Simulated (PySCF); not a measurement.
One formula, C8H10Ge, several structures.

PySCF, B3LYP/def2-SVPD, density fitting, gas phase; each molecule at its own PBE0-D3(BJ)/def2-SVP geometry, one conformer. Singlet excitations by full TDDFT with frozen cores, triplets by Tamm–Dancoff TDDFT and ionisation energies by ΔSCF, from the lowest of the holes tried. 

Torsions of the conformers computed, which needn't be the lowest (atom-mapped SMILES):
- `[CH:1]#[C:2][C:3]1=[C:4]([CH2:5][CH3:6])[CH:7]=[CH:8][GeH2:9]1`: C3–C4–C5–C6 -101°
- `[CH2:1]=[CH:2][GeH2:3][c:4]1[cH:5][cH:6][cH:7][cH:8][cH:9]1`: C1–C2–Ge3–C4 0°, C2–Ge3–C4–C5 83°

The conformers of `C#[C][Ge@@H]1[CH2]C=C[C@@H]1C=C` and `C#[C][Ge@@H]1[CH2]C=C[C@H]1C=C` aren't listed.

Reference: `C#C[C]1=C(CC)C=[CH][GeH2]1`, with HOMO energy -6.11 eV, LUMO energy -1.98 eV, lowest singlet excitation 3.77 eV, lowest triplet excitation 2.29 eV, mean polarisability 129.8 au and vertical ionisation energy 7.91 eV.

Changes against it:

| molecule | Δ electronic energy (kcal/mol) | Δ HOMO energy (eV) | Δ LUMO energy (eV) | Δ lowest singlet excitation (eV) | Δ lowest triplet excitation (eV) | Δ mean polarisability (au) | Δ vertical ionisation energy (eV) |
| --- | --- | --- | --- | --- | --- | --- | --- |
| C#[C][Ge@@H]1[CH2]C=C[C@H]1C=C | +3.4 | -0.58 | +1.43 | +1.77 | +1.84 | -5.9 | +0.57 |
| C=[CH][GeH2][c]1ccccc1 | -46.5 | -1.03 | +1.19 | +1.52 | +1.80 | -6.5 | +1.06 |

Rows whose labels were lost:

```json
{"row": "P", "Δ electronic energy (kcal/mol)": "-7.0", "Δ HOMO energy (eV)": "-0.24", "Δ LUMO energy (eV)": "+0.54", "Δ lowest singlet excitation (eV)": "+0.58", "Δ lowest triplet excitation (eV)": "+0.50", "Δ mean polarisability (au)": "-4.2", "Δ vertical ionisation energy (eV)": "+0.31"}
{"row": "Q", "Δ electronic energy (kcal/mol)": "+3.7", "Δ HOMO energy (eV)": "-0.59", "Δ LUMO energy (eV)": "+1.59", "Δ lowest singlet excitation (eV)": "+1.89", "Δ lowest triplet excitation (eV)": "+1.88", "Δ mean polarisability (au)": "-7.0", "Δ vertical ionisation energy (eV)": "+0.62"}
```

Task: Which row belongs to which of `CC#[C][Ge@H]1[CH]=CC(C)=[CH]1` and `C#[C][Ge@@H]1[CH2]C=C[C@@H]1C=C`?

Result: P = `CC#[C][Ge@H]1[CH]=CC(C)=[CH]1` and Q = `C#[C][Ge@@H]1[CH2]C=C[C@@H]1C=C`. P and Q are told apart most clearly by the lowest triplet excitation (+0.50 against +1.88 eV); Q lies nearest to the labelled row of `C#[C][Ge@@H]1[CH2]C=C[C@H]1C=C`.
